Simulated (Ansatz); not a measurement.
Reaction (isomerisation): `OC#C[SiH3]` → `O=C1C[SiH2]1`

Calculated with Ansatz (gas phase, PBE0-D4/def2-TZVP geometries, no zero-point term in ΔE). CCSD(T)/CBS adds triple-zeta CCSD(T) − MP2 to the extrapolated MP2 energy (def2 sets, frozen cores). DFT in def2-TZVPP. Each species was taken in one conformer, which may not be the lowest.

Task: Is it downhill or uphill in electronic energy at CCSD(T)/CBS, and by how much? (An estimate is asked.)

Result: The calculation gave: Uphill: ΔE = +9.6 kJ/mol.

Task: What do these levels give: revPBE-D4, PBE0-D4, CAM-B3LYP-D4, ωB97X-V, SCS-MP2/def2-TZVPP, MP2/CBS(def2)? (An estimate is asked.)

Result: Ansatz gave: revPBE-D4 -25.0, PBE0-D4 -13.3, CAM-B3LYP-D4 6.4, ωB97X-V -6.0, SCS-MP2/def2-TZVPP 19.8, MP2/CBS(def2) 17.0 kJ/mol.

Largest T1 diagnostic among the species: 0.017.

From PBE to PBE0 (25 % exact exchange), in def2-TZVPP and without D4, ΔE moves by +10.0 kJ/mol. In def2-TZVPP, CCSD(T) changes the Hartree–Fock value by −34.0 kJ/mol (the triples alone add −5.4 kJ/mol) and MP2 by −26.7 kJ/mol.
